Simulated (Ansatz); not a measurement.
Reaction (redistribution): `C[CH2][AlH][CH2]C` + `C#C[SiH](Cl)Cl` → `C#[C][AlH][CH2]C` + `CC[SiH](Cl)Cl`

Computed with Ansatz on PBE0-D4/def2-TZVP structures; ΔE is electronic, products minus reactants. CCSD(T)/CBS adds triple-zeta CCSD(T) − MP2 to the extrapolated MP2 energy (def2 sets, frozen cores). DFT in def2-TZVPP. B3LYP here is the variant with VWN-RPA as its local correlation; programs differ in this. One conformer a species, not always the lowest.

```csv
level,ΔE (kcal/mol),difference from CCSD(T)/CBS
PBE-D4,-12.2,1.1
r2SCAN-D4,-13.3,0.0
PBE0-D4,-13.0,0.3
B3LYP-D4,-12.9,0.4
ωB97X-V,-13.6,-0.3
ωB97M-V,-13.6,-0.3
B2PLYP,-13.0,0.3
PBE,-12.2,1.1
r2SCAN,-13.4,-0.1
PBE0,-13.0,0.3
B3LYP,-12.8,0.5
HF/def2-TZVPP,-14.9,-1.6
MP2/def2-TZVPP,-13.2,0.1
SCS-MP2/def2-TZVPP,-13.2,0.1
CCSD/def2-TZVPP,-13.5,-0.2
CCSD(T)/def2-TZVPP,-13.4,-0.1
HF/def2-QZVPP,-14.8,-1.5
MP2/def2-QZVPP,-13.2,0.1
SCS-MP2/def2-QZVPP,-13.1,0.2
HF/CBS(def2),-14.7,-1.4
MP2/CBS(def2),-13.2,0.1
CCSD/CBS(def2),-13.5,-0.2
CCSD(T)/CBS,-13.3,0
```

Largest T1 diagnostic among the species: 0.011.

In def2-TZVPP, CCSD(T) changes the Hartree–Fock value by +1.5 kcal/mol (the triples alone add +0.2 kcal/mol) and MP2 by +1.6 kcal/mol. From PBE to PBE0 (25 % exact exchange), in def2-TZVPP and without D4, ΔE moves by −0.7 kcal/mol.
